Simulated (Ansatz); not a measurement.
F⁻ beside AlCl$_{3}$: one fragment in the basis of the whole pair (the partner's atoms are ghosts).

The input file, in.yaml:

```yaml
crystal:
  periodic: [false, false, false]
  atoms:
    - {symbol: Cl, position_ang: [1.831263, 1.020325, 0.374622]}
    - {symbol: Al, position_ang: [-0.027125, 0.022353, -0.091237]}
    - {symbol: Cl, position_ang: [0.242077, -2.114455, 0.076969]}
    - {symbol: Cl, position_ang: [-1.555945, 0.666180, 1.292578]}
basis:
  gaussian:
    orbitals: "def2-TZVPPD.json"
    ghost_atoms:
      - {symbol: F, position_ang: [-0.490171, 0.405598, -1.652931]}
hamiltonian: {xc: {name: BLYP}, dispersion: d4}
```

The basis file named in the input lies beside it (Basis Set Exchange, JSON).

Command:

```bash
ansatz run in.yaml --threads 4 --pin off --events-out ev --progress --plain --max-ram 9574MiB
```

The run's output (Ansatz 0.2.0):

```
Functional definition: BLYP
  name "BLYP"
  cite "Becke, Phys. Rev. A 38, 3098 (1988) doi:10.1103/PhysRevA.38.3098"
  cite "Lee, Yang & Parr, Phys. Rev. B 37, 785 (1988) doi:10.1103/PhysRevB.37.785"
  parameter beta = 0.0042
  parameter a = 0.04918
  parameter b = 0.132
  parameter c = 0.2533
  parameter d = 0.349
  exchange = b88_x(beta = beta)
  correlation = lyp_c(a = a, b = b, c = c, d = d)
1465 factors; their error is unknown
mean field evaluation 1: about -44168.8251 eV, gradient 3.0e1 eV
mean field evaluation 2: about -44163.0213 eV, gradient 5.7e1 eV
mean field evaluation 4: about -44171.1747 eV, gradient 2.0e0 eV
mean field evaluation 8: about -44171.1860 eV, gradient 2.5e-2 eV
mean field -44171.16866706 eV, -1623.2605082210 hartree, gradient 4.1e-5 eV, S^2 0.000000; 0 other end points of the search recorded, 0 dependent functions left out
reference -44171.16906221 eV, -1623.2605227426 hartree; 32, 32 occupied and 209, 209 virtual orbitals, 1465 factors
Total energy: -44171.46909514 eV, -1623.2715487492 hartree
```

The lines “mean field evaluation” count trial sets of orbitals through the whole run, from several starts and some on an approximate energy, so they need not fall steadily or lie above the final value.

Hardware: 4 CPU threads of an Intel Xeon 6975P-C, shared host. Wall time about 1.5 s.
